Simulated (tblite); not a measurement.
C5H7F6P.
Atom-mapped SMILES: `[CH3:1][P:2]([CH2:3][CH2:4][C:5]([F:6])([F:7])[F:8])[C:9]([F:10])([F:11])[F:12]` (hydrogens: H13, H14, H15 on C1; H16, H17 on C3; H18, H19 on C4)

Computed with GFN2-xTB (tblite), gas phase: L-BFGS steps from a force-field or distance-geometry start until the largest atomic force falls under 0.01 eV/Å.

Step 41: E = -1230.3101 eV
```
atom  x, y, z in Å  |  force x, y, z in eV/Å
C1     -2.1217    1.4937    0.5946    0.021  -0.005   0.010
P2     -1.2099    0.5974   -0.7341   -0.014   0.005  -0.019
C3      0.4434    0.4289    0.1049    0.057  -0.010  -0.019
C4      1.3938   -0.4829   -0.6709    0.033  -0.028  -0.019
C5      2.8103   -0.2995   -0.1568   -0.013  -0.005  -0.004
F6      2.9137   -0.5389    1.1594   -0.014  -0.011  -0.011
F7      3.6868   -1.1086   -0.7642   -0.016   0.008  -0.014
F8      3.2495    0.9565   -0.3446    0.028  -0.017  -0.003
C9     -1.8613   -1.1193   -0.2622    0.010   0.034  -0.010
F10    -3.1942   -1.1575   -0.3619   -0.051  -0.005  -0.016
F11    -1.3744   -2.0715   -1.0700    0.027  -0.015   0.001
F12    -1.5589   -1.4917    0.9936    0.001  -0.015   0.012
H13    -3.1145    1.7459    0.2256   -0.023  -0.033   0.021
H14    -2.2071    0.8954    1.4999    0.007  -0.018   0.029
H15    -1.5960    2.4181    0.8222    0.028   0.026  -0.048
H16     0.8701    1.4356    0.1210   -0.041   0.066   0.032
H17     0.3374    0.0811    1.1358   -0.042   0.017   0.021
H18     1.3935   -0.2377   -1.7354    0.014   0.034  -0.004
H19     1.1296   -1.5357   -0.5643   -0.010  -0.029   0.042
```

Step 42: E = -1230.3108 eV
```
atom  x, y, z in Å  |  force x, y, z in eV/Å
C1     -2.1209    1.4939    0.5931    0.007   0.012   0.021
P2     -1.2097    0.5971   -0.7356    0.033   0.004   0.012
C3      0.4443    0.4249    0.1067    0.040   0.000  -0.017
C4      1.3966   -0.4842   -0.6714    0.000  -0.012  -0.015
C5      2.8118   -0.2988   -0.1557   -0.021  -0.003  -0.008
F6      2.9121   -0.5359    1.1612   -0.001  -0.012  -0.018
F7      3.6908   -1.1066   -0.7612   -0.017   0.006  -0.004
F8      3.2486    0.9579   -0.3453    0.032  -0.018   0.004
C9     -1.8638   -1.1178   -0.2631   -0.009   0.012  -0.010
F10    -3.1989   -1.1493   -0.3525   -0.002  -0.017  -0.017
F11    -1.3860   -2.0703   -1.0775    0.003   0.010   0.032
F12    -1.5533   -1.4942    0.9902   -0.012  -0.015  -0.018
H13    -3.1193    1.7330    0.2268    0.010  -0.037   0.042
H14    -2.1941    0.9010    1.5043    0.006   0.003  -0.003
H15    -1.6025    2.4264    0.8097    0.007  -0.007  -0.054
H16     0.8707    1.4322    0.1282   -0.050   0.044   0.029
H17     0.3361    0.0725    1.1369   -0.040   0.029  -0.013
H18     1.3958   -0.2352   -1.7352    0.016   0.027  -0.001
H19     1.1319   -1.5372   -0.5670   -0.002  -0.025   0.038
```

Step 43: E = -1230.3113 eV
```
atom  x, y, z in Å  |  force x, y, z in eV/Å
C1     -2.1204    1.4944    0.5930    0.008   0.003   0.007
P2     -1.2097    0.5970   -0.7360    0.057   0.001   0.031
C3      0.4456    0.4232    0.1073    0.005   0.013  -0.009
C4      1.3981   -0.4852   -0.6720   -0.025   0.006  -0.004
C5      2.8123   -0.2985   -0.1554   -0.014  -0.005  -0.010
F6      2.9111   -0.5350    1.1617    0.005  -0.012  -0.016
F7      3.6922   -1.1057   -0.7601   -0.009  -0.005  -0.004
F8      3.2491    0.9580   -0.3456    0.028  -0.013   0.008
C9     -1.8650   -1.1173   -0.2636   -0.015   0.004  -0.007
F10    -3.2008   -1.1463   -0.3490    0.012  -0.019  -0.018
F11    -1.3908   -2.0695   -1.0805   -0.001   0.013   0.030
F12    -1.5515   -1.4966    0.9881   -0.015  -0.010  -0.019
H13    -3.1210    1.7265    0.2282    0.010  -0.033   0.045
H14    -2.1884    0.9045    1.5067    0.011   0.006  -0.004
H15    -1.6054    2.4302    0.8027    0.004  -0.007  -0.046
H16     0.8699    1.4320    0.1319   -0.047   0.021   0.022
H17     0.3353    0.0694    1.1375   -0.034   0.032  -0.034
H18     1.3970   -0.2334   -1.7352    0.016   0.015   0.002
H19     1.1328   -1.5384   -0.5673    0.005  -0.011   0.028
```

Q: Estimate the geometry and energy of step 44. (The exact step hangs on the optimiser's Hessian estimate; all steps are aligned on step 43, rigid shifts and turns removed.)

A: E = -1230.3123 eV, largest force 0.091 eV/Å
```
atom  x, y, z in Å  |  force x, y, z in eV/Å
C1     -2.1196    1.4951    0.5932    0.019  -0.015  -0.014
P2     -1.2095    0.5965   -0.7360    0.076  -0.004   0.050
C3      0.4474    0.4210    0.1085   -0.049   0.033   0.004
C4      1.4002   -0.4863   -0.6723   -0.053   0.034   0.014
C5      2.8133   -0.2988   -0.1549    0.001  -0.003  -0.011
F6      2.9106   -0.5345    1.1622    0.011  -0.013  -0.009
F7      3.6944   -1.1047   -0.7588   -0.002  -0.027  -0.006
F8      3.2513    0.9572   -0.3461    0.017  -0.001   0.014
C9     -1.8676   -1.1171   -0.2653   -0.015  -0.004   0.003
F10    -3.2039   -1.1436   -0.3449    0.018  -0.016  -0.022
F11    -1.3981   -2.0683   -1.0855   -0.001   0.008   0.012
F12    -1.5494   -1.5013    0.9836   -0.017  -0.001  -0.004
H13    -3.1242    1.7149    0.2329   -0.003  -0.024   0.038
H14    -2.1777    0.9129    1.5124    0.021   0.003  -0.003
H15    -1.6101    2.4365    0.7884    0.004   0.006  -0.030
H16     0.8667    1.4325    0.1375   -0.033  -0.011   0.010
H17     0.3339    0.0657    1.1385   -0.024   0.031  -0.055
H18     1.3993   -0.2289   -1.7342    0.013  -0.010   0.002
H19     1.1332   -1.5396   -0.5668    0.018   0.014   0.008
```

The energy changes by -0.0010 eV. The first-order estimate −F·Δx gives -0.0014 eV and the mean of the old and new forces, exact on a quadratic surface, -0.0010 eV. The step makes an angle of 72° with the force vector and moves no atom by more than 0.016 Å.
